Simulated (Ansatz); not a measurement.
Isolated molecules relaxed with PBE0-D4/def2-TZVP in Ansatz; ΔE leaves out vibrations. CCSD(T)/CBS adds triple-zeta CCSD(T) − MP2 to the extrapolated MP2 energy (def2 sets, frozen cores). This one scheme is used for every species. DFT in def2-TZVPP. B3LYP here is the variant with VWN-RPA as its local correlation; programs differ in this. One conformer a species, not always the lowest.

`CB[SiH3]` + `C[SiH2]O` → `C[SiH2]OB[SiH3]` + CH₄  (ligand exchange at a B–C bond)

Q: Is it downhill or uphill in electronic energy at CCSD(T)/CBS, and by how much? (Estimate.)

A: Ansatz gave: Downhill: ΔE = -1.43 eV.

Q: What do these levels give: ωB97M-V, B2PLYP, B3LYP, CAM-B3LYP, SCS-MP2/def2-TZVPP, MP2/CBS(def2)? (Best estimate.)

A: Computed: ωB97M-V -1.43, B2PLYP -1.47, B3LYP -1.45, CAM-B3LYP -1.47, SCS-MP2/def2-TZVPP -1.47, MP2/CBS(def2) -1.43 eV.

Q: What do rigid-rotor, harmonic-oscillator terms from PBE0-D4/def2-TZVP frequencies (298.15 K, 1 bar) make of the CCSD(T)/CBS value? (An estimate is asked.)

A: Ansatz gave: ΔZPE = +0.02 eV, ΔH = -1.39 eV, ΔS = -29 J/(mol·K), ΔG = -1.30 eV. Modes under 50 cm⁻¹ make the entropy rough.

Largest T1 diagnostic among the species: 0.013.

At CCSD(T), def2-SVP lies −0.22 eV from the extrapolated value and def2-TZVPP −0.02 eV. Leaving LDA and LC-ωPBE aside and taking each functional with its dispersion term where it has one, the values, not all of them listed here, spread over 0.12 eV, from BLYP-D4 to HSE06-D4. LDA lies −0.04 eV from PBE without D4.
